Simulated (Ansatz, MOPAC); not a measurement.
Molecule: Si2N2H7, charge 0, multiplicity 2. SMILES: [SiH2]([NH])N[SiH3]

Atoms: N1, Si2, N3, Si4, H5, H6, H7, H8, H9, H10, H11. Bonds: N1-Si2, N1-H5, Si2-N3, Si2-H6, Si2-H7, N3-Si4, N3-H8, Si4-H9, Si4-H10, Si4-H11.

Bond lengths (Å) and angles (degrees) optimised at AM1 with MOPAC; MNDO with MOPAC; HF/STO-3G with Ansatz (a quantum-chemistry and plane-wave program); HF/3-21G with Ansatz; PBE/6-31G* with Ansatz; B3LYP/LANL2DZ with Ansatz, each started from the B3LYP-D3(BJ)/def2-TZVP structure (Ansatz) of the last column. A row stands for all coordinates that are equal there; 13 of 24 kinds are shown. 6-31G* holds six Cartesian d functions. No wavenumbers were computed at MNDO, HF/STO-3G, PBE/6-31G*, B3LYP/LANL2DZ, so these may be saddle points.

```
coordinate             AM1            MNDO  HF/STO-3G        HF/3-21G  PBE/6-31G*  B3LYP/LANL2DZ  B3LYP-D3(BJ)/def2-TZVP
----------  --------------  --------------  ---------  --------------  ----------  -------------  ----------------------
N1-Si2               1.714           1.754      1.806           1.799       1.770          1.800                   1.751
N1-H5                0.975           0.989      1.054           1.019       1.039          1.035                   1.024
Si2-N3               1.713           1.706      1.712           1.742       1.739          1.743                   1.717
Si2-H6      1.467 to 1.475  1.383 to 1.387      1.425  1.487 to 1.489       1.504          1.489                   1.483
Si2-H7               1.476           1.387      1.426           1.488       1.510          1.491                   1.486
N3-Si4               1.718           1.720      1.726           1.757       1.754          1.766                   1.733
N3-H8                0.989           0.990      1.015           1.009       1.024          1.017                   1.012
Si4-H9               1.466           1.383      1.423           1.486       1.498          1.484                   1.479
N1-Si2-N3            111.1           104.7      111.5           111.1       113.4          111.4                   113.0
Si2-N3-Si4           132.7           131.6      128.4           130.7       127.6          127.8                   128.4
Si2-N1-H5            129.5           116.8      105.4           121.0       111.3          119.9                   113.3
N1-Si2-H6            109.5           109.4      107.5           113.1       111.9          104.8                   108.4
N1-Si2-H7            109.7           109.4      108.1           104.4       105.7          112.2                   107.3
```

A range marks coordinates that this level makes unequal.

Mean signed difference of all 10 bond lengths from B3LYP-D3(BJ)/def2-TZVP: AM1 -0.019 Å, MNDO -0.057 Å, HF/STO-3G -0.021 Å, HF/3-21G 0.011 Å, PBE/6-31G* 0.019 Å, B3LYP/LANL2DZ 0.015 Å.
